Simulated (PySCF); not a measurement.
Exercise with solution: entropy of an ideal gas

Si(H)2(SH)2 (H4S2Si), SMILES [SiH2](S)S.

Geometry optimised at B3LYP-D3(BJ)/def2-TZVP. The values are those of a single conformer.

B3LYP-D3(BJ)/def2-TZVP (PySCF) gives the harmonic wavenumbers 145, 222, 250, 462, 488, 536, 634, 746, 829, 887, 944, 2240, 2251, 2669, 2670 cm⁻¹ and the rotational temperatures 0.6105, 0.1119, 0.0987 K. The molar mass is 96.24 g/mol, the symmetry number 2, the spin multiplicity 1.

### Question
Work out the entropy at 298.15 K and 1 atm in the rigid-rotor, harmonic-oscillator model.

### Answer

Translation (Sackur–Tetrode at 1 atm): S = R[1.5 ln M + 2.5 ln T − 1.16487] = 165.7 J/(mol K).
Rotation: q = (√π/σ) T^1.5/√(θA θB θC) = 55600, S = R[ln q + 3/2] = 103.3 J/(mol K).
Vibration: with u = 1.4388 ν/T, each mode gives R[u/(e^u − 1) − ln(1 − e^−u)]:
```
ν (cm⁻¹)  modes     u  S (J/(mol K))
--------  -----  ----  -------------
145           1  0.70          11.45
222           1  1.07           8.13
250           1  1.21           7.24
462           1  2.23           3.18
488           1  2.35           2.88
536           1  2.59           2.40
634           1  3.06           1.65
746           1  3.60           1.07
829           1  4.00           0.77
887           1  4.28           0.62
944           1  4.56           0.49
```
The stiffer modes add less than 0.005 each. Sum 39.9 J/(mol K).
Spin: R ln 1 = 0.0 J/(mol K).
Total 308.9 J/(mol K); the program's own thermochemistry gives 308.9. Translation makes up 54 % and vibration 13 %. Anharmonicity, hindered rotation and orbital degeneracy are left out.
